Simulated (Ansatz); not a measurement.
Species: C$_{3}$H$_{11}$BN, charge 1, multiplicity 1. It need not be the lowest isomer of its formula. 
Geometry from a B3LYP-D3(BJ)/def2-TZVP (Ansatz, a quantum-chemistry and plane-wave program) optimisation:
```
B
C 1 1.5390
H 2 1.0891 1 113.26
H 2 1.0936 3 109.17 1 129.16
H 2 1.1018 3 106.23 4 113.46
C 1 1.5394 2 128.55 3 -18.59
H 6 1.0908 1 116.84 2 -170.64
H 6 1.0948 7 108.69 1 -125.15
H 6 1.0982 7 107.87 8 -112.33
N 1 1.5699 2 115.20 3 160.82
H 10 1.0211 1 111.50 2 22.40
H 10 1.0214 11 107.14 1 -121.53
C 10 1.5149 11 108.63 12 -116.81
H 13 1.0863 10 108.51 11 176.97
H 13 1.0864 14 110.29 10 119.42
H 13 1.0868 14 110.25 15 121.85
```
Charge +1, spin multiplicity 1.

Basis-set convergence of Hartree-Fock and MP2 correlation energies (hartree) with Ansatz. Valence correlation only, unless marked. Spin-orbit coupling is left out. Non-relativistic.

```json
[
 {"basis": "cc-pVDZ", "functions": "125", "E(HF)": "-198.97754", "E(corr, MP2)": "-0.68447"},
 {"basis": "cc-pVTZ", "functions": "304", "E(HF)": "-199.03577", "E(corr, MP2)": "-0.84058"},
 {"basis": "cc-pVQZ", "functions": "605", "E(HF)": "-199.04860", "E(corr, MP2)": "-0.89318"}
]
```

Extrapolating the two largest sets (X = 3 and 4) as X^-3: E(corr) = (64·(-0.89318) - 27·(-0.84058))/37 = -0.9316 Eh, an estimate of the basis-set limit. The largest set recovers 95.9 % of it, the smallest 73.5 %.
